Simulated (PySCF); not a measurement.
NICS in isomers of [C9H14P]-.

NICS is the negative of the GIAO shielding at a point without a nucleus: at the ring centre (0) and 1 Å above and below it (1); zz is the component along the ring normal. Level: GIAO PBE0/pcSseg-1 (PySCF, non-relativistic, gas phase) on the GFN2-xTB geometries, one conformer each. Atom numbers follow the mapped SMILES.

Task: Order these rings by mean NICS(1)zz, lowest (most negative) first (ppm).
A. ring C3–C4–C5–P7–C8 in `[CH3:1][CH2:2][c:3]1[cH:4][c:5]([CH3:6])[p-:7][c:8]1[CH2:9][CH3:10]` (charge -1)
B. ring C3–C4–P5–C6–C7 in `[CH3:1][CH2:2][c:3]1[cH:4][p-:5][cH:6][c:7]1[CH:8]([CH3:9])[CH3:10]` (charge -1)
C. ring C3–C4–C5–C9–P10 in `[CH3:1][CH2:2][c:3]1[cH:4][c:5]([CH:6]([CH3:7])[CH3:8])[cH:9][p-:10]1` (charge -1)

Result: B (-28.3), C (-26.8), A (-24.4).

```json
{"SMILES": "CCc1c[p-]cc1C(C)C", "ring": "5-membered ring with P; formal bonds all aromatic", "NICS(0)": "-12.4", "NICS(1)": "-11.1", "NICS(1)zz": "-28.3", "HOMA": "0.88", "rms pucker (Å)": "0.00", "ring atoms with four or more neighbours": "0"}
{"SMILES": "CCc1cc(C(C)C)c[p-]1", "ring": "5-membered ring with P; formal bonds all aromatic", "NICS(0)": "-11.6", "NICS(1)": "-10.4", "NICS(1)zz": "-26.8", "HOMA": "0.85", "rms pucker (Å)": "0.00", "ring atoms with four or more neighbours": "0"}
{"SMILES": "CCc1cc(C)[p-]c1CC", "ring": "5-membered ring with P; formal bonds all aromatic", "NICS(0)": "-10.9", "NICS(1)": "-9.8", "NICS(1)zz": "-24.4", "HOMA": "0.81", "rms pucker (Å)": "0.00", "ring atoms with four or more neighbours": "0"}
```

NICS(0) gives the same order. The isotropic NICS(1) gives the same order. HOMA uses Krygowski's 1993 parameters. NICS(1) and NICS(1)zz are means over the two faces.
